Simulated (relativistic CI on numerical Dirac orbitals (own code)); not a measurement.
## Ca IV: calculation against measurement

Computed by Dirac-Coulomb-Breit CI, separate exchange-only KLI orbitals for each configuration, a model potential for QED, valence Slater integrals scaled by 0.85, P86 correlation energy added to each configuration (own radial code, finite nucleus).

Configuration list (outside the closed core [Ne]): 3s2 3p5, 3s 3p6, 3s2 3p4 3d, 3s 3p5 3d, 3s2 3p4 4s, 3s2 3p4 4p, 3s2 3p4 4d, 3s2 3p4 5s, 3s2 3p4 4f, 3s2 3p4 5p, 3s2 3p4 5d, 3s2 3p4 5f, 3s2 3p4 5g, 3p6 3d, 3s2 3p3 3d2, 3s2 3p2 3d3, 3s 3p3 3d3, 3s2 3p2 3d2 4s, 3s2 3p2 3d2 4p, 3s2 3p2 3d2 4d. Double excitations out of closed p, d and f shells are left out; levels of such configurations are missing from the list, as are those of other unlisted configurations, and high levels can miss mixing partners. These lack a partner that the ground configuration has and come out too high: 3s2 3p4 5s, 3s2 3p4 4f, 3s2 3p4 5p, 3s2 3p4 5d, 3s2 3p4 5f.

| Configuration | Term (tabulated) | J | Measured (cm⁻¹) | Computed | Error | Purity (%) |
| --- | --- | --- | --- | --- | --- | --- |
| 3s2 3p5 | 2P° | 3/2 | 0.0 | 0 | 0 | 97 |
| 3s2 3p5 | 2P° | 1/2 | 3118.2 | 3096 | -22 | 97 |
| 3s 3p6 | 2S | 1/2 | 152439.6 | 170469 | 18029 | 66 |
| 3s2 3p4 3d | 4F | 7/2 | 219467.0 | 230170 | 10703 | 98 |
| 3s2 3p4 3d | 2G † | 9/2 | 234498.0 | 245098 | 10600 | 98 |
| 3s2 3p4 3d | 2G † | 7/2 | 234642.0 | 245802 | 11160 | 57 |
| 3s2 3p4 4s | 4P | 5/2 | 291456.0 | 303429 | 11973 | 98 |
| 3s2 3p4 4s | 4P | 3/2 | 292864.0 | 305282 | 12418 | 96 |
| 3s2 3p4 4s | 4P | 1/2 | 294292.0 | 306344 | 12052 | 98 |
| 3s2 3p4 4s | 2P | 3/2 | 301718.0 | 311237 | 9519 | 87 |
| 3s2 3p4 4s | 2P | 1/2 | 303604.0 | 313241 | 9637 | 56 |
| 3s2 3p4 4p | 4P° | 5/2 | 330693.0 | 342632 | 11939 | 94 |
| 3s2 3p4 4p | 4P° | 3/2 | 331173.0 | 343131 | 11958 | 92 |
| 3s2 3p4 4p | 4P° | 1/2 | 331969.0 | 343964 | 11995 | 95 |
| 3s2 3p4 4p | 4D° | 7/2 | 335122.0 | 346383 | 11261 | 98 |
| 3s2 3p4 4p | 4D° | 5/2 | 335901.0 | 347281 | 11380 | 75 |
| 3s2 3p4 4s | 2S | 1/2 | 337214.0 | 346206 | 8992 | 95 |
| 3s2 3p4 4p | 4D° | 1/2 | 337452.0 | 348768 | 11316 | 97 |
| 3s2 3p4 4p | 2D° | 5/2 | 338250.0 | 349791 | 11541 | 78 |
| 3s2 3p4 4p | 2P° | 1/2 | 338300.0 | 350484 | 12184 | 83 |
| 3s2 3p4 4p | 2P° | 1/2 | 361170.0 | 373040 | 11870 | 97 |
| 3s 3p5 3d | 4F° | 7/2 | 367971.0 | 381261 | 13290 | 82 |
| 3s 3p5 3d | 4D° | 7/2 | 382641.0 | 396628 | 13987 | 80 |

Measured levels from Sugar and Corliss, J. Phys. Chem. Ref. Data 8, 865 (1979); pairs were made by configuration, J and term (by order where the table uses no LS term), so strongly mixed levels may be paired wrongly. Some J values or terms of the table were assigned by a fit.

Mean error by configuration (cm⁻¹): 3s2 3p5 -22; 3s 3p6 18029; 3s2 3p4 3d 10703; 3s2 3p4 4s 10765; 3s2 3p4 4p 11716; 3s 3p5 3d 13639. Over the excited levels the mean absolute error is 11303 cm⁻¹ (22 of the 27 excited levels that our extract of the source holds in range could be paired, and the others can miss by more), and the median relative error of those above 1,000 cm⁻¹ is 3.6 %. † marks terms whose computed intervals miss the measured ones by more than a factor of 2.5, or configurations far off the rest, from wrong mixing, a near crossing or a doubtful label or measurement; they are left out of the means.
